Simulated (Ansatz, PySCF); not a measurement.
Three-fold rotor about Si1–Si2 in Si2H6 (SMILES [SiH3][SiH3]); single points on GFN2-xTB geometries with the dihedral held.
Staggered geometry (60°) (charge 0, multiplicity 1):
```xyz
8

Si    -1.149     0.088    -0.010
Si     1.152    -0.054    -0.024
H     -1.768    -0.732    -1.056
H     -1.628     1.457    -0.225
H     -1.732    -0.357     1.259
H      1.734     0.392    -1.293
H      1.631    -1.422     0.191
H      1.770     0.766     1.022
```

Frozen-core correlation. CBS(a, b) extrapolates the correlation energy as X⁻³ and adds the Hartree–Fock energy of set b. Rows in 6-31G* carry no dispersion term and start afresh at each structure (6-31G* with six Cartesian d functions).

The values were computed with Ansatz (Gaussian basis) for Hartree–Fock, density functionals and correlated methods; PySCF for 6-31G* rows. Each number belongs to the level named beside it.

Energies above the staggered point (kcal/mol):

```
dihedral (°)  PBE/def2-TZVPP  B3LYP/6-31G*  CCSD(T)/CBS(cc-pV(T+d)Z, cc-pV(Q+d)Z)
------------  --------------  ------------  -------------------------------------
0                      0.993         0.934                                  1.009
15                     0.846         0.797                                  0.858
30                     0.493         0.466                                  0.499
45                     0.144         0.136                                  0.145
60                     0.000         0.000                                  0.000
75                     0.144         0.136                                  0.145
90                     0.493         0.466                                  0.499
105                    0.846         0.796                                  0.858
120                    0.993         0.934                                  1.009
```

Moments of inertia of the two ends about the bond: 5.546 and 5.546 u Å².

Problem. Fit V = V₃/2 (1 − cos 3φ) + V₆/2 (1 − cos 6φ), φ counted from the staggered point, and estimate the harmonic torsional frequency.

Solution. 
V₃ is the energy at φ = 60°; at φ = 30° (mean of both sides) V = 0.5 V₃ + 1 V₆. The reduced moment I₁I₂/(I₁ + I₂) = 2.773 u Å² gives F = 16.8576/I = 6.080 cm⁻¹ (a rough rule where the frame isn't a symmetric top). Near the minimum V = kφ²/2 with k = (9V₃ + 36V₆)/2, and ω = √(2Fk), with 1 kcal/mol = 349.755 cm⁻¹.
- PBE/def2-TZVPP: V₃ = 0.99, V₆ = -0.004 kcal/mol, k = 1539 cm⁻¹/rad², ω = 137 cm⁻¹
- B3LYP/6-31G*: V₃ = 0.93, V₆ = -0.001 kcal/mol, k = 1462 cm⁻¹/rad², ω = 133 cm⁻¹
- CCSD(T)/CBS(cc-pV(T+d)Z, cc-pV(Q+d)Z): V₃ = 1.01, V₆ = -0.006 kcal/mol, k = 1551 cm⁻¹/rad², ω = 137 cm⁻¹

Measured: V3 of the three-fold top 412.033 ± 0.01 cm⁻¹ = 1.18 kcal/mol [Ozier and Moazzen-Ahmadi, CRC Handbook].

Ansatz is a first-principles code.
